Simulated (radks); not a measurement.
Coulomb parameter of the 5d shell of the rhenium ion Re+ in the model configuration [Xe] 4f14 5d4 6s1 6p1, as a second difference U = [E(n + 0.5) + E(n - 0.5) - 2 E(n)] / (0.5)^2 with all orbitals relaxed. "Bare": the charge of the atom changes with n. "Screened": the 6p shell takes up the change at fixed total charge, which measures U(5d,5d) + U(6p,6p) - 2 U(5d,6p). All-electron calculation, Dirac Kohn-Sham, PBE, spin-unpolarised, spherical densities, point nucleus; open shells are shared between the two j in proportion to 2j + 1. Program: a radial shooting solver on a logarithmic mesh with Libxc functionals.

case	configuration	E - E(n) (eV)
start	[Xe] 4f14 5d4 6s1 6p1	0.000
bare +0.5	[Xe] 4f14 5d4.5 6s1 6p1	-6.843
bare -0.5	[Xe] 4f14 5d3.5 6s1 6p1	9.391
screened +0.5	[Xe] 4f14 5d4.5 6s1 6p0.5	-3.661
screened -0.5	[Xe] 4f14 5d3.5 6s1 6p1.5	4.150

U(bare) = 10.194 eV, U(screened by 6p) = 1.957 eV, against the Slater integral F0(5d,5d) = 13.781 eV with frozen orbitals.
